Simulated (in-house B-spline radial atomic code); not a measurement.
The numbers below are computed, except where a source is named.
## What the choice of pseudopotential does to G0W0 on PBE0: Re⁺

All numbers come from an all-electron radial atomic-structure program (B-spline basis), non-relativistic (model numbers for so heavy an element), configuration [Xe] 4f14 5d5 6s1, open shells at high spin. Semilocal Troullier-Martins pseudo-atoms, one channel per l, are made with PBE or LDA for several valence sets and radii, with or without a model core, and set against the all-electron atom. One channel fits only the lowest state of its l, so a second state of that l is approximate. All electrons give 6s up: PBE0 -12.367 eV, G0W0 -15.276 eV, 5d up: PBE0 -16.839 eV, G0W0 -20.707 eV. Potentials are made in the ion's own configuration unless the neutral atom is named, and a smooth local potential serves every l without a channel. Potentials that miss their own reference levels by more than 6 millihartree, or need radii over 3.5 bohr, are left out. Columns give pseudo minus all-electron, in eV; a dash marks a level in the core or of low weight.

```
          valence          made with                 radii (bohr)  model core (bohr)  6s up PBE0  6s up G0W0  5d up PBE0  5d up G0W0
            5d 6s                PBE         s 2.46 p 3.00 d 1.25               none       -0.16       -0.50       +0.39       +1.76
         5p 5d 6s  PBE, neutral atom         s 2.27 p 0.89 d 1.11               none       -0.51       -1.33       +0.22       +0.51
         5p 5d 6s  PBE, neutral atom         s 3.27 p 1.28 d 1.60               none       -0.54       -1.37       +0.23       +0.61
         5p 5d 6s                PBE         s 3.40 p 1.45 d 1.80               none       -0.54       -1.39       +0.21       +0.63
         5p 5d 6s                PBE         s 2.46 p 1.00 d 1.25               0.93       -0.56       -1.33       +0.28       +0.59
         5p 5d 6s  PBE, neutral atom         s 3.40 p 1.45 d 1.80               0.93       -0.61       -1.48       +0.33       +0.75
      5p 4f 5d 6s  LDA, neutral atom  s 2.27 p 0.87 d 1.11 f 1.11               none       -0.47       -1.26       +0.01       +0.16
      5p 4f 5d 6s                PBE  s 2.46 p 1.00 d 1.25 f 1.25               none       -0.43       -1.17       +0.01       +0.13
      5p 4f 5d 6s  LDA, neutral atom  s 2.84 p 1.09 d 1.39 f 1.39               none       -0.48       -1.23       +0.03       +0.14
      5p 4f 5d 6s  LDA, neutral atom  s 2.27 p 0.87 d 1.11 f 1.11               0.62       -0.48       -1.26       +0.10       +0.27
   5s 5p 4f 5d 6s  PBE, neutral atom  s 0.92 p 1.00 d 1.25 f 1.25               none       -0.22       -0.26       -0.26       -0.54
   5s 5p 4f 5d 6s  LDA, neutral atom  s 1.18 p 1.25 d 1.60 f 1.60               none       -0.07       -0.09       -0.20       -0.50
   5s 5p 4f 5d 6s  LDA, neutral atom  s 1.33 p 1.42 d 1.80 f 1.81               0.62       -0.16       -0.18       -0.27       -0.61
4d 5s 5p 4f 5d 6s  PBE, neutral atom  s 1.33 p 1.45 d 0.58 f 1.81               0.28       -0.36       -0.64       -0.02       +0.27
```

How does the G0W0 shift of 6s up, which all sets hold, depend on the valence set?

Mean size: 5s 5p 4f 5d 6s: 0.18 eV; 5d 6s: 0.50 eV; 4d 5s 5p 4f 5d 6s: 0.64 eV; 5p 4f 5d 6s: 1.23 eV; 5p 5d 6s: 1.38 eV. A larger valence set can do worse when it takes only part of a shell, whose exchange with the frozen rest is then left to the functional. The means mix radii and the functional used in making the potentials.
